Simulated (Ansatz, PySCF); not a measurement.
Gas-phase reaction (SMILES): CN (CH5N) [methanamine] → [CH2]N + H atom; the C-H bond at the site shown breaks (other sites are not compared here).

Structures are relaxed separately at B3LYP-D3(BJ)/def2-TZVP in Ansatz (a program for electronic structure), one conformer each, not searched for the lowest. Cores are frozen in the correlated levels unless marked. UHF or UKS for open shells. No spin-orbit coupling. No relativistic terms. CBS marks a two-point X^-3 extrapolation of the correlation energy; Hartree-Fock from the larger set. The bracket is a focal-point correction in the basis named. Thermal terms are rigid-rotor harmonic-oscillator values from B3LYP-D3(BJ) frequencies (PySCF) at 298.15 K and 1 atm. 1 Eh = 627.5095 kcal/mol. Atoms have translation alone. Electronic entropy comes from spin alone.

| species | E, RI-MP2/CBS(aug-cc-pVTZ,aug-cc-pVQZ)+[CCSD(T)-MP2]/aug-cc-pVTZ (Ansatz) (Eh) | E, PBE/def2-TZVPD (Ansatz) (Eh) | H - E (Eh) | G - E (Eh) |
|---|---|---|---|---|
| CN (CH5N) | -95.75128 | -95.76633 | 0.06816 | 0.04085 |
| [CH2]N | -95.09097 | -95.11605 | 0.05432 | 0.02674 |
| H atom | -0.49995 | -0.49962 | 0.00236 | -0.01065 |

**Question.** Work out ΔE and ΔH, ΔG, ΔS and the equilibrium constant at 298.15 K at the first level, then ΔH at the second.

**Answer.** 
1. ΔE = [(-95.09097) + (-0.49995)] - [(-95.75128)] = 0.16036 Eh = 100.6 kcal/mol at RI-MP2/CBS(aug-cc-pVTZ,aug-cc-pVQZ)+[CCSD(T)-MP2]/aug-cc-pVTZ.
2. The terms H - E add up to -0.01148 Eh, so ΔH = (0.16036 + (-0.01148))×627.5095 = 93.4 kcal/mol.
3. The terms G - E add up to -0.02476 Eh, so ΔG = 85.1 kcal/mol, and ΔS = (-0.01148 - (-0.02476))×627509.5/298.15 = 28.0 cal/(mol K).
4. log10 K = -ΔG/(RT ln 10) = -62.4, with RT ln 10 = 1.3642 kcal/mol.
5. With ΔH and ΔS taken as constant, ΔG changes sign near ΔH/ΔS = 3340 K, a rough figure that leaves out heat capacities.
6. At PBE/def2-TZVPD the same steps give ΔE = 94.5 and ΔH = 87.3 kcal/mol, a shift of -6.1 from the first level.
7. These values are not checked against measurement here, since the tables used lack a sound gas-phase enthalpy of formation for at least one species.
